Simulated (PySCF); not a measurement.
Static response to an electric field

H11P3Si3.
Cartesian coordinates in Å at the GFN2-xTB level; atoms count from 1:
```xyz
17
H11P3Si3 angstrom
Si    -1.5486    2.0273    0.2549
P     -0.4774    0.2973   -0.6847
Si    -1.8975   -1.3835   -0.2777
P      0.9272   -0.0758    0.9140
Si     1.9957   -1.8684    0.0694
P      2.4635    1.3736    0.4798
H     -0.6766    3.2008    0.0941
H     -2.7741    2.1688   -0.5321
H     -1.8342    1.8082    1.6765
H     -2.0619   -1.6472    1.1549
H     -3.1605   -0.9546   -0.8817
H     -1.3404   -2.5588   -0.9584
H      3.3215   -1.8216    0.6914
H      1.2096   -3.0344    0.4910
H      2.0814   -1.7914   -1.3932
H      1.8530    1.9231   -0.6511
H      1.9124    2.3486    1.3162
```

Level: CAM-B3LYP/def2-SVPD (PySCF), static field, nuclei fixed, core orbitals frozen in the response. The polarisability tensor in these axes (au):

```
x   187.98  -0.82   8.31
y    -0.82 180.48   6.34
z     8.31   6.34 128.84
```

Problem. What are the eigenvalues, a third of the trace, and Δα (Δα² = ½Σ(αi − αj)² over the three pairs)?

Solution. Principal values 126.94, 181.24 and 189.12 au; mean 165.77 au = 24.56 Å³ = 27.33 × 10⁻⁴⁰ C²·m²/J; Δα = 58.65 au (35 % of the mean).

Problem. What is the dipole moment, and where does it point?

Solution. (-0.77, -0.06, -0.08) D, 0.77 D in size, pointing from the negative to the positive side. Measured along this direction, the outermost atoms are H13 at the negative end and H11 at the positive end.

Problem. In a dilute gas of rigid molecules at 350 K, how does the orientational term μ²/3kT compare with the electronic polarisability?

Solution. In Gaussian units μ²/3kT = 4.13 Å³ against 24.56 Å³, a ratio of 0.17; the Debye molar polarisation (4π/3)N_A(α + μ²/3kT) is 72.4 cm³/mol, leaving out the vibrational part.

Problem. What would n − 1 = 2πNα be for an ideal gas of these molecules at 500 K and 1 atm, electronic part alone?

Solution. N = p/kT = 1.4678 × 10¹⁹ cm⁻³, so n − 1 = 2π × N × 24.56 × 10⁻²⁴ cm³ = 2265 × 10⁻⁶ at long wavelengths, for an ideal gas.

Problem. Molar refractivity from α?

Solution. Lorentz–Lorenz: R = (4π/3)N_A α = 2.5225 cm³/(mol·Å³) × 24.56 Å³ = 62.0 cm³/mol, in the limit of long wavelengths.

Problem. Traceless (Buckingham) quadrupole moment about the centre of nuclear charge: eigenvalues?

Solution. -4.80, -1.19, 5.99 D·Å. The values depend on the origin, since the dipole doesn't vanish. The electronic extent ⟨r²⟩ about the same centre is 2137 bohr², a root-mean-square distance of 2.47 Å for the 98 electrons.

Geometry: GFN2-xTB, one conformer, isolated molecule.
